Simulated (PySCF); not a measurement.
FGeH4P.
SMILES with atom numbers: `[F:1][GeH2:2][PH2:3]` (hydrogens: H4, H5 on Ge2; H6, H7 on P3)

Computed with PBE0-D3(BJ)/def2-SVP geometry optimisation, gas phase in PySCF 2.14.0.

(1) List the bond lengths and angles at this level.

## Answers

(1) 
| bond | length (pm) |
| --- | --- |
| F1–Ge2 | 174.7 |
| Ge2–P3 | 231.6 |
| Ge2–H4, Ge2–H5 | 153.9 |
| P3–H6, P3–H7 | 143.0 |

Bonds in one row agree within 1 pm and their mean is given. A selection of angles:
| angle | degrees |
| --- | --- |
| F1–Ge2–P3 | 106.8 |
| F1–Ge2–H4 | 105.4 |
| F1–Ge2–H5 | 106.5 |
| P3–Ge2–H4 | 115.3 |
| P3–Ge2–H5 | 110.2 |
| H4–Ge2–H5 | 112.0 |
| Ge2–P3–H6 | 90.8 |
| Ge2–P3–H7 | 93.5 |
| H6–P3–H7 | 93.1 |

Ge2 (germanium bonded to F, P and 2 H) is distorted tetrahedral (angles from 105.4° to 115.3°). P3 (three-coordinate phosphorus) is pyramidal (angles 93.5°, 93.1° and 90.8°, sum 277.4°, 0.89 Å off the plane of its three neighbours).

No frequency check. The numbers are those of one conformer (F1–Ge2–P3–H -179° and -86°).
